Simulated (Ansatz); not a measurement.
Reaction (redistribution): `[SiH3][SiH2]S[SiH3]` + `OB(O)[O][GeH3]` → `[SiH3][SiH2][O][GeH3]` + `OB(O)S[SiH3]`

Computed with Ansatz on PBE0-D4/def2-TZVP structures; ΔE is electronic, products minus reactants. CBS: MP2 limit from def2 TZ/QZ plus the TZ coupled-cluster correction, frozen cores. Functionals use def2-TZVPP. For Ge outer-core shells are correlated without core-valence functions, which leaves a few kJ/mol of doubt a bond. Scalar relativity is left out up to krypton. Each species was taken in one conformer, which may not be the lowest.

`[SiH3][SiH2]S[SiH3]`:

Cartesian coordinates in Å:
```
Si -2.158 -0.036 0.046
Si -0.207 1.143 0.567
S 1.168 1.061 -1.081
Si 2.086 -0.794 -0.554
H -1.823 -1.446 -0.286
H -3.106 -0.023 1.194
H -2.812 0.598 -1.129
H 0.449 0.583 1.781
H -0.503 2.581 0.805
H 1.054 -1.818 -0.246
H 2.965 -0.632 0.631
H 2.887 -1.218 -1.727
```

`OB(O)[O][GeH3]`:

Cartesian coordinates in Å:
```
O -0.770 1.248 -0.704
B 0.210 0.329 -0.971
O 0.830 0.353 -2.192
O 0.552 -0.588 -0.029
Ge -0.215 -0.679 1.589
H -0.926 1.843 -1.441
H 1.495 -0.334 -2.265
H 0.034 0.640 2.332
H -1.713 -0.960 1.414
H 0.503 -1.852 2.268
```

`[SiH3][SiH2][O][GeH3]`:

Z-matrix (Å, degrees):
```
Si
Si 1 2.349
H 1 1.490 2 110.7
H 1 1.489 2 109.8 3 119.4
H 1 1.489 2 111.4 3 -120.3
O 2 1.638 1 112.2 3 61.6
H 2 1.493 1 108.2 3 -60.8
H 2 1.487 1 109.9 3 -178.5
Ge 6 1.776 2 134.7 1 -53.1
H 9 1.532 6 105.4 2 -179.8
H 9 1.538 6 108.4 2 -59.9
H 9 1.538 6 108.2 2 60.4
```

`OB(O)S[SiH3]`:

```xyz
10

O     1.330    0.790    0.880
B     0.068    0.495    1.272
O    -0.204    0.607    2.595
S    -1.308   -0.013    0.135
Si   -0.248   -0.654   -1.597
H     1.462    0.806   -0.070
H    -1.091    0.330    2.834
H    -1.213   -0.672   -2.721
H     0.849    0.308   -1.911
H     0.355   -1.998   -1.418
```

| level | ΔE (kJ/mol) |
| --- | --- |
| PBE | 49.6 |
| revPBE | 48.6 |
| BLYP | 45.0 |
| r2SCAN0 | 54.3 |
| RPA@PBE/def2-TZVPP | 49.1 |
| CCSD(T)/def2-SVP | 65.7 |
| SCS-MP2/def2-QZVPP | 49.8 |
| HF/CBS(def2) | 54.9 |

(1) What does CCSD(T)/CBS give? (Estimate.)

Largest T1 diagnostic among the species: 0.013.

## Answers

(1) Computed: +52.5 kJ/mol. The listed levels differ from it by -2.9, -3.9, -7.5, 1.8, -3.4, 13.2, -2.7, 2.4 kJ/mol.

From BLYP to BHLYP (50 % exact exchange), in def2-TZVPP and without D4, ΔE moves by +7.8 kJ/mol. In def2-TZVPP, CCSD(T) changes the Hartree–Fock value by −4.5 kJ/mol (the triples alone add −1.5 kJ/mol) and MP2 by −5.2 kJ/mol.

CCSD(T)/CBS has its own doubt, a few kJ/mol and more with outer-core shells, so smaller differences from it don't rank the levels.
